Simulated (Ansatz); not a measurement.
CH₇AlSeSi, SMILES `[AlH2][CH2][SiH2][SeH]`, relaxed with RKS PBE-D4/def2-SVP in the Gaussian-basis code of Ansatz from a rough embedded geometry. The force threshold is 0.03 eV/Å; the program also tests the step.

Total charge 0; spin multiplicity 1.

Start:

```xyz
11

Al   -0.412   -1.827    0.199
C     0.752   -0.408   -0.414
Si   -0.218    1.161   -0.503
Se   -0.847    1.887    1.482
H     0.201   -3.357    0.400
H    -1.955   -1.619    0.551
H     1.148   -0.654   -1.446
H     1.606   -0.270    0.246
H     0.577    2.220   -1.151
H    -1.437    0.981   -1.376
H     0.584    1.887    2.012
```

```csv
step,energy (eV),largest force (eV/Å),largest move (Å)
1,-80942.8754,1.311,0.000
2,-80943.0719,0.521,0.129
3,-80943.0988,0.161,0.097
4,-80943.1080,0.080,0.049
5,-80943.1330,0.068,0.200
6,-80943.1534,0.177,0.197
7,-80943.1817,0.203,0.196
8,-80943.2208,0.266,0.199
9,-80943.2671,0.287,0.195
10,-80943.3520,0.284,0.195
11,-80943.4523,0.330,0.195
12,-80943.5330,0.234,0.194
13 (rejected),-80943.4609,0.512,0.200
14,-80943.5525,0.094,0.100
15,-80943.5608,0.120,0.087
16,-80943.5635,0.124,0.110
17,-80943.5652,0.085,0.036
18,-80943.5662,0.033,0.021
19,-80943.5664,0.013,0.012
```

End:

```xyz
11

Al   -0.395   -1.439    0.554
C     0.715   -0.468   -0.839
Si   -0.056    1.207   -0.668
Se   -1.023    1.036    1.516
H     0.377   -2.142    1.773
H    -1.849   -1.919    0.070
H     0.631   -0.869   -1.870
H     1.785   -0.449   -0.540
H     0.791    2.451   -0.659
H    -1.278    1.423   -1.514
H     0.303    1.170    2.176
```

Hardware: 4 threads of a server CPU on a shared host. Wall time 29 s, peak host memory 0.18 GiB.
